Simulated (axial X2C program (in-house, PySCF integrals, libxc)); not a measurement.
## SbS: nuclear properties from DFT to coupled cluster

Calculated with an axial X2C code built on PySCF integrals: two-component X2C with atomic mean-field Coulomb and Gaunt terms, Gaussian nuclei, basis Sb dyall-acv3z, S dyall-av3z with contracted cores.

R = 2.212 Å (near the PBE0 minimum at charge 0 of the determinant lowest at the starting distance; the state shown can have its own minimum elsewhere); state Ω = 1/2 (⟨Sz⟩ = -0.50, ⟨Lz⟩ = 1.00 at PBE0).

```
level  Eeff magnitude (GV/cm)  Ws magnitude Sb (kHz)  A∥/gI Sb (MHz)  qzz Sb (a.u.)  A∥/gI S (MHz)  μ (D)
 PBE0                   0.754                  0.608            2480          -2.83            413  -2.48
   HF                    1.89                   2.17            2000          -2.45            672  -2.10
B3LYP                    1.09                  0.995            2400          -2.55            414  -2.41
```

Eeff is the effective electric field on the electron electric dipole moment in this Ω state and Ws the scalar–pseudoscalar constant of the nucleus named (defined with the proton number Z and per Ω); A∥ (defined per Ω) follows by multiplying with gI = μI/(I μN); qzz is the electric field gradient, eQq0 = 234.96 MHz × Q/barn × qzz; μ is positive if the S end (last atom) is positive. The operators were transformed with the bare-nucleus X2C matrices; with these basis sets, hyperfine constants and field gradients can be off by tens of per cent, and where levels differ in sign neither size nor sign is settled.

Finite-field MP2, CCSD and CCSD(T), with 21 electrons correlated in 130 natural virtual spinors (MP2 remainder added):

```csv
level,Eeff magnitude (GV/cm),Ws magnitude Sb (kHz),A∥/gI Sb (MHz),qzz Sb (a.u.),A∥/gI S (MHz),μ (D)
MP2,2.74,2.71,2820,-5.90,399,-4.24
CCSD,1.35,1.2,2060,-3.57,436,-2.87
CCSD(T),1.73,1.57,1970,-3.41,412,-2.83
```

T1 = 0.051 (Lee–Taylor), a sign of multireference character. One unrestricted determinant, the lowest of a limited PBE0 search, is the reference; the functionals treat spin collinearly. The sign of Eeff is opposite to CCSD(T) at HF. Eeff spreads by more than a factor of two over the levels. Correlation of the inner shells is missing, which matters for properties at the nucleus. Number of frozen shells: Sb 4 s, 3 p, 1 d; S 2 s, 1 p.

Problem. By how much does correlation change each value, CCSD(T) against HF?

Solution. A∥/gI Sb -2 %; qzz Sb 39 %; A∥/gI S -39 %; μ 35 %.
